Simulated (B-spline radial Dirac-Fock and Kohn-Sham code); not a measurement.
How the binding energies of Mn⁺ add up

System: Mn⁺ in the configuration [Ar] 3d4 4s1 4p1 (not the ground configuration); nuclear rms radius 3.7057 fm (A = 55).

Input file task.json (cfg lists n, l and occupation; rrms is the nuclear radius in fm):

```json
{"items": [{
  "Z": 25,
  "q": 1,
  "cfg": [[1, 0, 2], [2, 0, 2], [2, 1, 6], [3, 0, 2], [3, 1, 6], [3, 2, 4], [4, 0, 1], [4, 1, 1]],
  "A": 55,
  "rrms": 3.7057,
  "do": ["binding"]
}]}
```

Command: `python xray_run.py task.json out`

The computed values come from a radial atomic solver: multi-electron Dirac-Fock with separately optimised hole states, Breit and Lamb-shift corrections added in first order. Electron correlation is not included. Energies are counted from the vacuum level. Subshells whose hole state is unreliable or did not converge are left out.

All terms are in eV, carry their sign (relaxation lowers the binding energy) and add up to the binding energy; ⟨r⟩ is the mean radius of the orbital in the initial state.

```tsv
subshell	−ε (Koopmans)	relaxation	Gaunt	retardation	self-energy	vacuum polarisation	binding energy	⟨r⟩ (bohr)
K	6619.1	-39.87	-7.28	0.44	-3.43	0.29	6569.3	0.061
L1	822.4	-17.04	-0.44	0.01	-0.33	0.03	804.6	0.277
L2	702.9	-18.56	-0.83	0.08	0.05	0.00	683.6	0.244
L3	692.3	-18.36	-0.56	0.09	0.02	0.00	673.5	0.247
M2	85.38	-4.21	-0.08	0.01	0.01	0.00	81.10	0.888
M3	83.99	-4.13	-0.04	0.01	0.00	0.00	79.82	0.896
M4,5	31.15	-3.34	0.02	0.00	0.00	0.00	27.83	1.059
N1	17.56	-0.25	0.00	0.00	0.00	0.00	17.30	2.704
N2,3	11.67	-0.10	0.00	0.00	0.00	0.00	11.57	3.346
```

For the deepest level, K (1s), the Breit terms make up -0.104 % of the binding energy, QED -0.048 % and orbital relaxation -0.607 %.
